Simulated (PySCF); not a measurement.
## Electronic structure of C⁺ (carbon, charge +1) at the UHF level

Configuration: [He] 2s1 2p1 3d1, one real determinant (an excited configuration). Calculation: PySCF 2.14, in aug-cc-pVTZ with one added diffuse shell each of s, p, d, f type (6s5p4d3f, 62 functions); no relativity, point nucleus.

| Item | Value |
| --- | --- |
| Total energy | -36.469077 hartree |
| One-electron energy | -45.1401 hartree |
| Hartree (Coulomb) energy | 13.2469 hartree |
| Exchange energy | -4.5759 hartree |
| Kinetic energy | 36.46523 hartree |
| ⟨S²⟩ | 3.7500 |
| ⟨L²⟩ | 8.009 |
| Sum of ⟨r⟩ | 8.124 bohr |
| Sum of ⟨r²⟩ | 32.69 bohr² |
| Traceless quadrupole moment −½Σ⟨3z² − r²⟩ along its main axis | 7.12 e·bohr² |
| Density at the nucleus (Gaussians lack the cusp) | 121 bohr⁻³ |
| Spin density at the nucleus | 3.80 bohr⁻³ |
| Langevin diamagnetic susceptibility | -25.9 ×10⁻⁶ cm³/mol |

```tsv
shell	electrons	mean orbital energy (eV)	rms radius, mean of both spins (bohr)
1s α	1	-337.44	0.311
1s β	1	-334.49	0.311
2s α	1	-43.124	1.48
2p α	1	-35.010	1.45
3d α	1	-6.358	5.31
```

⟨L²⟩ = 8.01 against 12 for a pure F term, so this real determinant mixes terms. The outer electron is Rydberg-like, and this basis confines it to a smaller radius and binds it less than a complete one would.

Spin-orbit constants ζ (cm⁻¹) from the X2C one-electron operator on these orbitals (non-relativistic here): bare nucleus, nucleus screened by l(l+1)(2l+1)/3 electrons, and screened by the Breit-Pauli mean field of the electrons.

```
shell   bare  screened nucleus  mean field
   2p  96.67             64.45       52.91
   3d  1.024            0.3413      0.2987
```

To first order the Landé constant is A = 5.945 cm⁻¹, so the lowest level has J = 3/2 and lies 0.00442 eV below the centre of the term. This holds in LS coupling only.
